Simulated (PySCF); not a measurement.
CH$_{2}$NO, charge +1, singlet, at a GFN2-xTB geometry. Base run: M062X/6-311G** (PySCF).

Input for PySCF:
```python
from pyscf import gto, scf, dft

mol = gto.Mole()
mol.atom = '''
    N    -1.10115798    0.01988059   -0.05087399
    C     0.14673069   -0.00264911    0.00677902
    O     1.26458833   -0.02283120    0.05842455
    H    -1.63107822    0.89621965   -0.02770100
    H    -1.65790664   -0.83683948   -0.12425157
'''
mol.basis = '6-311g**'
mol.charge = 1
mol.verbose = 4
mol.symmetry = True
mol.build()

mf = dft.RKS(mol)
mf.xc = 'm062x'
mf.kernel()
mf.analyze()
```

Each row names what was changed in the base input (with any setting that the change needs).

| change | ΔE vs base (mEh) | point group used | SCF cycles |
|---|---|---|---|
| base | 0.000 | C2v | 10 |
| symmetry_subgroup = C2 | 0.000 | C2 | 10 |
| irrep_nelec = A1:16 B1:4 B2:2 | 1047.5 | C2v | 12 |
| symmetry_subgroup = Cs | 0.000 | Cs | 10 |
| irrep_nelec = A1:14 B1:2 B2:6 | 593.1 | C2v | 12 |
| irrep_nelec = A1:14 A2:2 B1:2 B2:4 | 2798.1 | C2v | 11 |
| irrep_nelec = A1:14 B1:6 B2:2 | 941.3 | C2v | 10 |
| symmetry = off | 0.000 | C1 | 10 |
